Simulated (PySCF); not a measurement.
**What settings do to a single point of [Er(H2O)3]3+**

The sound run of [Er(H2O)3]3+ (singlet in the valence; each metal's 4f electrons, 11 of them, lie in its core potential, out of spins and levels) uses PySCF 2.14.0, RKS TPSS, Er lcecp-1-SVP with ECP57, O def2-SVP, H def2-SVP; non-relativistic Hamiltonian with scalar-relativistic core potentials where named; density fitting; no spin-orbit coupling, grid (50, 194), threshold 1e-8 Eh and 55 cycles, at the relaxed geometry:

```xyz
10

Er    0.0000    0.0000    0.0000
O     2.2288    0.0000    0.0000
H     2.8512    0.7552    0.2002
H     2.8512   -0.7552   -0.2002
O    -1.1144    1.9302    0.0000
H    -2.0796    2.0916    0.2002
H    -0.7716    2.8468   -0.2002
O    -1.1144   -1.9302    0.0000
H    -0.7716   -2.8468    0.2002
H    -2.0796   -2.0916   -0.2002
```

There Er1 has a Mulliken charge of 1.87 e and the dipole about the centre of mass is 0.00 D. Each run below changes one thing and starts from free metal ions and neutral atoms unless it says otherwise; with 55 cycles, smearing, a level shift and second-order steps follow where DIIS fails, and their cycles count. Energy shifts count from the sound run. On f atoms grids over 110 angular points are at least (60, 302).

| change | outcome | cycles | energy shift (eV) | largest force component (eV/Å) | charge on Er1 (e) | dipole about the centre of mass (D) |
| --- | --- | --- | --- | --- | --- | --- |
| threshold 0.001 | converged | 6 | 0.0006 | 0.03 | 1.86 | 0.00 |
| cycle limit 5 | not converged | 5 | – | – | – | – |
| charge changed by +5, spin kept, limit 60 cycles | refused | – | – | – | – | – |
| start from a density of up to 30 smeared cycles (not counted) | converged | 6 | 0.0000 | 0.01 | 1.87 | 0.00 |

Problem. How does the run with this change end: grid (30, 86)?

Solution. outcome converged, cycles 10, energy shift (eV) 0.14, largest force component (eV/Å) 0.26, charge on Er1 (e) 1.86, dipole about the centre of mass (D) 0.01.

Forces carry noise of the integration grid, about 0.01 to 0.03 eV/Å.

No frequency check is given that shows the relaxed geometry to be a minimum. An lcecp potential fixes the number of 4f electrons, so in runs with it no electron can move into or out of that shell.
